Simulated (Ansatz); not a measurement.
The same path of C₃H₅ClOSi (11 atoms, charge 0, multiplicity 1) was run twice with different band settings. The coordinate that changes most is the dihedral H9–C1–Si2–Cl3.

Method: RKS CAM-B3LYP-D4/def2-SVP (Ansatz 0.2.0).

Relaxed end points:

```xyz
11
Properties=species:S:1:pos:R:3
C 0.824 -1.769 -0.306
Si -0.591 -0.751 0.345
Cl -2.310 -1.250 -0.716
C -0.251 1.021 0.149
C -0.014 2.202 -0.001
O 0.277 3.452 -0.185
H 1.002 -1.543 -1.367
H 0.609 -2.844 -0.211
H 1.745 -1.544 0.254
H -0.877 -1.052 1.769
H -0.349 4.021 0.289
```

```xyz
11
Properties=species:S:1:pos:R:3
C 0.826 -1.767 -0.319
Si -0.524 -0.744 0.452
Cl -2.347 -1.325 -0.368
C -0.255 1.022 0.133
C -0.068 2.199 -0.101
O 0.167 3.443 -0.378
H 1.801 -1.499 0.115
H 0.869 -1.588 -1.403
H 0.648 -2.839 -0.150
H -0.630 -0.981 1.913
H -0.422 4.023 0.128
```

Common settings: spring 5.0 eV/Å²; optimiser quadratic models (default); start path through a guess of the saddle point; force threshold 0.03 eV/Å; end points relaxed.

| run | movable images | climbing image | iteration limit |
| --- | --- | --- | --- |
| 1 | 7 | yes | 53 |
| 2 | 6 | no | 60 |

**Question.** What does each run give, and how far can it be trusted?

**Answer.** Run 1: converged after 14 iterations, highest image 0.073 eV above the first end. A vibrational analysis at the climbing image gives one clearly imaginary mode, 168i cm⁻¹: a first-order saddle point.
Run 2: converged after 11 iterations, highest image 0.070 eV above the first end. No image climbed, so the highest image needn't sit at the top of the path.
